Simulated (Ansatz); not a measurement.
AlClH$_{3}$NS, SMILES `[NH2][Al]([SH])[Cl]` at its PBE0-D4/def2-TZVP geometry, where that method's forces vanish. Charge 0, multiplicity 1.

```xyz
7

N    -0.2336    0.5207   -1.0862
Al    0.3691    0.2287    0.5349
S    -0.0520   -1.5805    1.6616
Cl    1.5574    1.6839    1.4508
H    -0.8105   -0.1059   -1.6217
H    -0.0386    1.3593   -1.6084
H    -0.7919   -2.1062    0.6690
```

Problem. What forces (eV/Å) does PBE-D4/def2-TZVPP give on these atoms in Ansatz 0.2.0? (An estimate is asked.)

Solution. Ansatz gave: 
```
N1   0.029 -0.012  0.077
Al2  0.014 -0.051  0.087
S3   0.097 -0.085  0.305
Cl4  0.138  0.168  0.108
H5  -0.199 -0.205 -0.196
H6   0.056  0.280 -0.195
H7  -0.136 -0.094 -0.186
```
